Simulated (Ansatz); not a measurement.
Calculated with Ansatz (gas phase, PBE0-D4/def2-TZVP geometries, no zero-point term in ΔE). CBS: MP2 limit from def2 TZ/QZ plus the TZ coupled-cluster correction, frozen cores. This one scheme is used for every species. DFT in def2-TZVPP. B3LYP here is the variant with VWN-RPA as its local correlation; programs differ in this. Elements past krypton have def2 core potentials. For Sn outer-core shells are correlated without core-valence functions, which leaves a few kJ/mol of doubt a bond. Each species was taken in one conformer, which may not be the lowest.

Consider the cleavage of the Si–Sn bond: `C[SiH2][SnH2][CH3]` + CH₃OH → `CO[SiH2]C` + `[CH3][SnH3]`.

```
          level  ΔE (kJ/mol)
       B3LYP-D4        -69.8
CCSD/def2-TZVPP        -73.0
  HF/def2-QZVPP        -92.9
 MP2/def2-QZVPP        -67.8
```

**Question.** What does CCSD(T)/CBS give? (An estimate is asked.)

**Answer.** The calculation gave: -64.3 kJ/mol. The listed levels differ from it by -5.5, -8.7, -28.6, -3.5 kJ/mol.

Largest T1 diagnostic among the species: 0.012.

In def2-TZVPP, CCSD(T) changes the Hartree–Fock value by +21.1 kJ/mol (the triples alone add +2.6 kJ/mol) and MP2 by +20.7 kJ/mol. From PBE to PBE0 (25 % exact exchange), in def2-TZVPP and without D4, ΔE moves by −5.1 kJ/mol.
